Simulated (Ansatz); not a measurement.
Ansatz (a program for electronic structure) input for SiHCl₃, SMILES Cl[SiH](Cl)Cl, PBE/def2-SVPD. Coordinates come from a PBE-D3(BJ)/def2-SVP optimisation. The isomer is the one that the SMILES or the coordinates give; other isomers of the formula were not compared.

Ansatz 0.2 input:
```yaml
crystal:
  periodic: [false, false, false]
  atoms:
    - {symbol: Si, position_ang: [0.00000000, 0.00000000, 0.51144262]}
    - {symbol: Cl, position_ang: [-1.68079311, -0.97040635, -0.17960576]}
    - {symbol: Cl, position_ang: [0.00000000, 1.94081271, -0.17960576]}
    - {symbol: Cl, position_ang: [1.68079311, -0.97040636, -0.17960576]}
    - {symbol: H, position_ang: [-0.00000000, -0.00000000, 1.99969720]}
basis:
  gaussian:
    orbitals: def2-SVPD
hamiltonian:
  xc: {name: PBE}
```

Program output:

```
WARN ansatz: RAYON_NUM_THREADS=1 ignored (pool sized by the plan → 1); use --threads N
Functional definition: PBE
integrals: 0.06 GiB planned
1120 factors; their error is unknown
mean field: 0.34 GiB planned
mean field evaluation 1: about -45431.9569 eV, gradient 1.7e1 eV
mean field evaluation 2: about -45431.8601 eV, gradient 1.9e1 eV
mean field evaluation 4: about -45432.7645 eV, gradient 9.6e-1 eV
mean field evaluation 8: about -45432.7338 eV, gradient 6.5e-2 eV
mean field evaluation 16: about -45432.7338 eV, gradient 1.0e-5 eV
mean field -45432.73379525 eV, -1669.6221715625 hartree, gradient 1.0e-5 eV, S^2 0.000000; 0 other end points of the search recorded, 0 dependent functions left out
reference -45432.73384376 eV, -1669.6221733453 hartree; 33, 33 occupied and 80, 80 virtual orbitals, 1120 factors
Total energy: -45432.73384376 eV, -1669.6221733453 hartree
```

The run converged.

Cost: roughly 1.5 core-seconds.
